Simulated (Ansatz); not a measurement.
Reaction (formal exchange of groups at the Al–C bond): `[CH3][AlH][SiH3]` + `BC=C` → `B/C=[CH]/[AlH][SiH3]` + CH₄

Calculated with Ansatz (gas phase, PBE0-D4/def2-TZVP geometries, no zero-point term in ΔE). CCSD(T)/CBS adds triple-zeta CCSD(T) − MP2 to the extrapolated MP2 energy (def2 sets, frozen cores). This one scheme is used for every species. Functionals use def2-TZVPP. Each species was taken in one conformer, which may not be the lowest.

`[CH3][AlH][SiH3]`:

Cartesian coordinates in Å:
```
C -0.210 1.765 -0.691
Al 0.618 -0.002 -0.631
Si -0.137 -1.686 0.998
H -0.607 1.968 -1.691
H -1.021 1.896 0.028
H 0.540 2.541 -0.497
H 1.795 -0.338 -1.650
H -1.592 -1.978 0.827
H 0.027 -1.181 2.395
H 0.587 -2.985 0.912
```

`BC=C`:

```xyz
8

B    -0.669    0.977   -0.498
C     0.272    0.206    0.437
C     0.509   -1.097    0.241
H    -1.186    0.390   -1.406
H    -0.900    2.141   -0.346
H     0.768    0.690    1.277
H     0.038   -1.626   -0.583
H     1.168   -1.682    0.878
```

`B/C=[CH]/[AlH][SiH3]`:

```xyz
13

B    -1.604    1.358    1.985
C    -0.748    0.640    0.921
C    -0.611   -0.705    0.895
Al    0.481   -1.609   -0.458
Si    1.600   -0.177   -2.113
H    -1.718    2.549    2.007
H    -2.167    0.697    2.811
H    -0.228    1.222    0.156
H    -1.147   -1.249    1.676
H     0.611   -3.193   -0.450
H     2.409   -0.952   -3.096
H     2.516    0.795   -1.448
H     0.607    0.625   -2.886
```

CH₄:

Cartesian coordinates in Å:
```
C 0.000 0.000 0.000
H -0.387 0.306 -0.971
H 0.211 0.883 0.602
H 0.917 -0.572 -0.138
H -0.740 -0.618 0.508
```

Problem. Is it downhill or uphill in electronic energy at CCSD(T)/CBS, and by how much? (Best estimate.)

Solution. The calculation gave: Downhill: ΔE = -2.3 kcal/mol.

Problem. What do these levels give: r2SCAN-D4, PBE, PBE0, HF/def2-TZVPP, MP2/def2-TZVPP, SCS-MP2/def2-QZVPP? (Estimate.)

Solution. Computed: r2SCAN-D4 -1.8, PBE -1.1, PBE0 -1.1, HF/def2-TZVPP -1.7, MP2/def2-TZVPP -2.8, SCS-MP2/def2-QZVPP -2.6 kcal/mol.

Largest T1 diagnostic among the species: 0.012.

The D4 term adds −1.2 kcal/mol with B3LYP and −0.7 kcal/mol with PBE0; it sums over pairs of atoms, weighted by their polarisabilities, and B3LYP, whose exchange is more repulsive, gets the larger term. In def2-TZVPP, CCSD(T) changes the Hartree–Fock value by −0.8 kcal/mol (the triples alone add −0.4 kcal/mol) and MP2 by −1.0 kcal/mol.

B3LYP here is the variant with VWN-RPA as its local correlation; programs differ in this.
